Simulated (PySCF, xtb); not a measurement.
BCl2, SMILES Cl[B-]Cl (connectivity only; charge and spin as stated), charge -1, multiplicity 1.

GFN2-xTB in xtb at its own geometry gives an orbital gap of 2.25 eV.

Geometry: PBE0-D3(BJ)/def2-TZVPD.

What does PySCF with B3LYP/def2-TZVPD give? (The exact figures need the calculation; the answer reports its results.)

gap 3.49 eV (levels -0.01 and 3.48 eV).
